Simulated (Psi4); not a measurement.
# GaHClO (SMILES [O][GaH][Cl]): entropy by statistical mechanics

A doublet with charge 0, relaxed at UB3LYP-D3(BJ)/def2-SVP (density fitting) (Psi4 1.11):

```xyz
4

O    -1.7492   -0.1134   -0.2151
Ga    0.0289    0.1497   -0.0635
Cl    1.0588   -1.5702    0.7147
H     0.7183    1.4793   -0.4574
```

Harmonic wavenumbers in cm⁻¹: 137, 425, 440, 562, 679, 2036.

Masses in u: O 15.999, Ga 69.723, Cl 35.45, H 1.008. Take T = 298.15 K, p = 1 bar, R = 8.3145 J/(mol K), kT/hc = 207.22 cm⁻¹, rigid rotor and harmonic oscillator.

Work out S° at 298 K.


1. Translation (Sackur–Tetrode): S = R[3/2 ln M + 5/2 ln T − 1.1517] with M = 122.18 gives 168.8 J/(mol K).
2. Rotation: principal moments 31.865, 147.540, 179.405 u Å² give A, B, C = 0.529, 0.1143, 0.094 cm⁻¹; the symmetry number is σ = 1; q = (√π/σ)√((kT/hc)³/ABC) = 70131; S = R(ln q + 3/2) = 105.2.
3. Vibration: with u = ν̃/207.22, each mode gives R[u/(eᵘ − 1) − ln(1 − e⁻ᵘ)]; the sum is 22.6, most from 137 cm⁻¹ (11.9), 425 cm⁻¹ (3.7), 440 cm⁻¹ (3.5).
4. Spin: R ln 2 = 5.8.
5. Sum: 168.8 + 105.2 + 22.6 + 5.8 = 302.4 J/(mol K).

No measured value is set beside it here.
